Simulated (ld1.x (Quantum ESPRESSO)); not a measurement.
indium (In), ultrasoft: configuration errors across variants

* Element: In (Z = 49)
* Generator: ld1.x (Quantum ESPRESSO) 7.5
* Type: ultrasoft
* Functional: LDA (PZ)
* Relativity: scalar-relativistic
* Frozen core: [Ar] 3d10 4s2
* Valence charge: 19
* Reference configuration: 4p6 4d10 5s2 5p1
* Partial waves: 5s (bound): rcut 1.85, rcutus 2.25 bohr; 5s channel at 1.25 Ry: rcut 1.85, rcutus 2.25 bohr; 4p (bound): rcut 1.20, rcutus 1.30 bohr; 5p (bound): rcut 1.20, rcutus 1.30 bohr; 4d (bound): rcut 1.30, rcutus 1.45 bohr; 4d channel at -0.95 Ry: rcut 1.30, rcutus 1.45 bohr
* Local potential: all-electron potential smoothed inside 1.60 bohr (lloc = -1)
* Core correction: Bessel-smoothed model core inside 1.20 bohr
* Augmentation charge: PSQ, inside the norm-conserving radii

All-electron excitation energies from the reference (eV): (1) 4p6 4d10 5s2 5p0 5.595; (2) 4p6 4d10 5s1 5p0 25.255; (3) 4p6 4d10 5s0 5p0 53.995; (4) 4p6 4d9 5s2 5p1 25.223; (5) 4p6 4d9 5s2 5p2 18.201; (6) 4p5 4d10 5s2 5p1 85.546; (7) 4p6 4d10 5s2 5p1.3 -0.582; (8) 4p6 4d10 5s2 5p1 spin -0.117; (9) 4p6 4d10 5s1 5p0 spin 25.031.

Spin tests fill each open shell by Hund’s rule, majority spin first.

The overlap operator is not positive definite (basis up to 400 Ry) in “waves 4p (bound): rcut 1.20, rcutus 1.64 bohr; 5p (bound): rcut 1.20, rcutus 1.64 bohr”. Such files are unfit for use, however small their errors in these radial tests.

5 further variants failed, have other tests or another functional or relativity, and are left out.

A true bound ghost makes a file unfit for plane-wave use even where its test errors are small: the radial tests pick states by their node count and pass the ghost by.

Errors AE − PS in meV (a dash: test not solved or not reliable):

```csv
change,(1),(2),(3),(4),(5),(6),(7),(8),(9),bound ghosts
base,-1.4,-5.1,-13,-44,-41,-88,+0.1,+0.2,-5.5,s
local potential all-electron potential smoothed inside 1.15 bohr (lloc = -1),-1.2,-4.7,-13,-35,-32,-66,+0.1,+0.2,-5.0,s
"augmentation PSQ, radius 1.25 bohr",-2.4,-6.6,-13,–,–,–,–,–,–,s
"waves 5s (bound): rcut 1.85, rcutus 2.48 bohr; 5s channel at 1.25 Ry: rcut 1.85, rcutus 2.48 bohr",-1.4,-6.3,-17,-53,-49,-106,+0.1,+0.2,-6.7,s
local potential all-electron potential smoothed inside 1.96 bohr (lloc = -1),-1.3,-4.9,-13,-37,-34,-68,+0.1,+0.2,-5.3,none
"waves 4p (bound): rcut 1.20, rcutus 1.64 bohr; 5p (bound): rcut 1.20, rcutus 1.64 bohr",-238,-232,-230,–,–,–,–,–,–,"s (p not tested, overlap not positive)"
"wave 4d channel at -0.95 Ry: rcut 1.30, rcutus 1.45 bohr becomes 4d channel at 0.46 Ry: rcut 1.30, rcutus 1.45 bohr",–,–,–,–,–,–,–,–,–,s
```

Task: Give the same row for: core correction Bessel-smoothed model core inside 0.96 bohr.

Result: -1.4, -5.1, -13, -45, -42, -89, +0.1, +0.2, -5.6; bound ghosts: s.
